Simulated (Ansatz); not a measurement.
`[CH3][InH][Cl]`. Charge 0, multiplicity 1. In: def2 effective core potential.

```xyz
7

C     0.553   -0.555    0.726
In   -0.269    0.612   -0.857
Cl   -2.611    0.782   -0.650
H     1.642   -0.546    0.715
H     0.189   -0.162    1.675
H     0.198   -1.582    0.623
H     0.300    1.452   -2.231
```

Task: List the harmonic frequencies (cm⁻¹, unscaled) at PBE0-D4/def2-TZVP in Ansatz. (Best estimate.)

Result: The calculation gave: 20, 110, 340, 368, 478, 534, 713, 744, 1199, 1446, 1447, 1860, 3067, 3158, 3174.

Task: Is this a minimum?

Result: Yes, all 15 modes are real.

Task: Give the ideal-gas thermochemistry at 298.15 K and 1 bar (rigid rotor, harmonic oscillator; point group C1, symmetry number 1).

Result: Zero-point energy 111.6 kJ/mol; H(298) − E = 129.4 kJ/mol; entropy 341.2 J/(mol·K), of which translation 172.6, rotation 109.6, vibration 59.0; G(298) − E = 27.7 kJ/mol. Modes under 100 cm⁻¹ are hindered rotations or soft bends, so the harmonic entropy is rough.

Task: And at 400, 500, 600, 800 and 1000 K?

Result: 
```json
{"T (K)": "400", "H − E (kJ/mol)": "138.2", "S (J/mol/K)": "366.6", "G − E (kJ/mol)": "-8.4"}
{"T (K)": "500", "H − E (kJ/mol)": "147.8", "S (J/mol/K)": "388.1", "G − E (kJ/mol)": "-46.2"}
{"T (K)": "600", "H − E (kJ/mol)": "158.2", "S (J/mol/K)": "406.9", "G − E (kJ/mol)": "-86.0"}
{"T (K)": "800", "H − E (kJ/mol)": "180.7", "S (J/mol/K)": "439.2", "G − E (kJ/mol)": "-170.7"}
{"T (K)": "1000", "H − E (kJ/mol)": "205.1", "S (J/mol/K)": "466.4", "G − E (kJ/mol)": "-261.3"}
```
